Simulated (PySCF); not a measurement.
Species: C₇H₇NO.
Numbering: `[CH3:1][C:2](=[O:3])[c:4]1[cH:5][cH:6][cH:7][n:8][cH:9]1` (hydrogens: H10, H11, H12 on C1; H13 on C5; H14 on C6; H15 on C7; H16 on C9)

The geometry is computed with GFN2-xTB (gas phase).

Problem. List the bond lengths, angles and torsions at this level.

Solution. 
```
                  bond  length (Å)     order
                 C1–C2       1.507    single
                 C2=O3       1.210    double
                 C2–C4       1.489    single
                 C4–C5       1.397  aromatic
                 C5–C6       1.382  aromatic
                 C6–C7       1.388  aromatic
                 C7–N8       1.322  aromatic
                 N8–C9       1.319  aromatic
                 C4–C9       1.396  aromatic
C1–H10, C1–H11, C1–H12       1.088    single
                C5–H13       1.080    single
                C6–H14       1.079    single
                C7–H15       1.082    single
                C9–H16       1.082    single
```

Bonds in one row agree within 0.01 Å and their mean is given. Orders are formal, as drawn. A selection of angles:
```
     angle  degrees
 C2–C1–H10    110.1
H10–C1–H11    109.4
  C1–C2–O3    122.1
  C1–C2–C4    116.9
  O3–C2–C4    121.0
  C2–C4–C5    118.5
  C2–C4–C9    124.3
  C5–C4–C9    117.2
  C4–C5–C6    119.5
 C4–C5–H13    118.8
 C6–C5–H13    121.8
  C5–C6–C7    118.0
 C5–C6–H14    121.2
 C7–C6–H14    120.8
  C6–C7–N8    123.2
 C6–C7–H15    121.3
 N8–C7–H15    115.4
  C7–N8–C9    118.6
 N8–C9–H16    114.7
  C4–C9–N8    123.4
 C4–C9–H16    121.9
```

Dihedral angles: C1–C2–C4–C5 180° (antiperiplanar).

N8 (pyridine-type nitrogen) is bent (angle 118.6°). The 9 heavy atoms lie in one plane (0.001 Å rms). Of the pairs four or more bonds apart, O3···H13 is among the closest relative to their van der Waals radii: 2.45 Å, 90 % of the sum of Bondi's values. The 6-membered ring C4–C5–C6–C7–N8–C9 has internal angles of 117.2° to 123.4° (sum 720°, against 720° for a flat polygon); it is planar, 0.00 Å rms from its mean plane, widest ring torsion 0°. The 6 C–C bonds span 1.382 Å (C5–C6, aromatic) to 1.507 Å (C1–C2, drawn single), a spread of 0.125 Å.

Point group: Cs (tolerance 0.08 Å). No frequency check. One conformer, not necessarily the lowest.
